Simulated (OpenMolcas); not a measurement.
## Bi II: CASPT2 settings compared

```yaml
Program: OpenMolcas
Basis: ANO-RCC-VDZ [7s6p3d1f]
Scalar_Hamiltonian: DKH2, point nucleus
Active_space: 4 electrons in 4 orbitals (6s 6p)
State_averaging: 2S+1 = 3 even, 3 roots; 2S+1 = 1 even, 6 roots kept (CI in the orbitals of an earlier block); 2S+1 = 5 odd, 1 root; 2S+1 = 3 odd, 8 roots kept (CI in the orbitals of an earlier block); 2S+1 = 1 odd, 5 roots kept (CI in the orbitals of an earlier block, 0 in the spin-orbit step)
Spin-orbit_coupling: state interaction with AMFI integrals over the reference wave functions, term energies averaged over their components
```

Methods on the same reference wave functions:
A. CASSCF
B. SS-CASPT2, IPEA 0.1 Eh, imaginary shift 0.25 Eh (closed shells correlated: 5d)
C. SS-CASPT2, IPEA 0.5 Eh, sigma1 regulariser 0.5 Eh (closed shells correlated: 4f 5s 5p 5d)
D. SS-CASPT2, IPEA 0.1 Eh, imaginary shift 0.5 Eh (closed shells correlated: 5d)

Energies in cm⁻¹ above 6s² 6p² ³P₀, the measured ground level; measured values from NIST Handbook of Basic Atomic Spectroscopic Data.

```json
{"Level": "6s² 6p² ³P₀", "A": "0.0", "B": "0.0", "C": "0.0", "D": "0.0", "Measured": "0.0"}
{"Level": "6s² 6p² ³P₁", "A": "12541", "B": "12670", "C": "12660", "D": "12670", "Measured": "13325"}
{"Level": "6s² 6p² ³P₂ [59 %]", "A": "17295", "B": "17300", "C": "17260", "D": "17290", "Measured": "17032"}
{"Level": "6s² 6p² ¹D₂ [59 %]", "A": "33399", "B": "33330", "C": "33280", "D": "33330", "Measured": "33939"}
{"Level": "6s² 6p² ¹S₀", "A": "43386", "B": "42830", "C": "42890", "D": "42870", "Measured": "44174"}
{"Level": "6s 6p³ ⁵S°₂", "A": "67576", "B": "69290", "C": "69400", "D": "69300", "Measured": "76149"}
```

Deviations, from unrounded energies. A percentage is the sum of absolute deviations over the sum of measured energies, with the sign that they share, or ± where signs differ.

| Against measurement | Levels | A | B | C | D |
| --- | --- | --- | --- | --- | --- |
| mean absolute deviation (cm-1) | 5 | 2200 | 1900 | 1900 | 1900 |
| fine structure of the ground term (%) | 2 | ±3.5 | ±3.0 | ±2.9 | ±3.0 |
| other terms of the ground configuration (%) | 2 | -1.7 | -2.5 | -2.5 | -2.4 |
| other configurations (%) | 1 | -11.3 | -9.0 | -8.9 | -9.0 |

B, C, D lie about equally close to measurement and A furthest from it. The largest miss of C in the table is 6s 6p³ ⁵S°₂, by -6700 cm-1. The ranking rests on the paired levels alone, and a cruder setting can come out closer through cancelling errors.

Among B to D the level of the table that moves most is 6s 6p³ ⁵S°₂, by 110 cm-1 (lowest in B, highest in C). Moves below CASPT2's spread within the term are not significant.

The mean deviations of B to D differ by less than CASPT2's widest spread within a term (64 cm-1), so their order carries little weight.

From A to B the spin-free energies of the other terms of 6s² 6p² shown, above ³P, scale by a factor of 0.96.

The lowest spin-free term lies below A's lowest term by 0.014 hartree in B, 0.017 hartree in C, 0.014 hartree in D.

CASPT2 does not keep the components of a term degenerate, so their means are used; among the terms shown or strongly mixed into the levels shown the widest spread is 64 cm-1 (6s² 6p² ¹D, C). Some high roots are left out of the spin-orbit mixing, which shifts the levels that they would mix with. Terms from blocks run as CI alone lack orbitals of their own. Terms of s pⁿ other than that of highest spin mix with s² pⁿ⁻² d, which this space lacks; all of them can be thousands of cm-1 off, and some have no real level of that name. Spin-orbit splittings of 6p shells tend to come out small when the coupling is added on scalar orbitals. Computed and measured levels are paired by configuration, term and J; levels that our copy of the source lacks, or whose pairing is in doubt (as where it misses far off the trend of its configuration), stay unpaired and out of the deviations. Where the source uses jj or jK labels, the order within each J decides. Only configurations of the active space appear. Levels that lie high or do not pair safely by name in every column are left out.

A share in square brackets marks a mixed level and gives the weight of the term that names it, the lowest over the columns. ° marks odd parity.
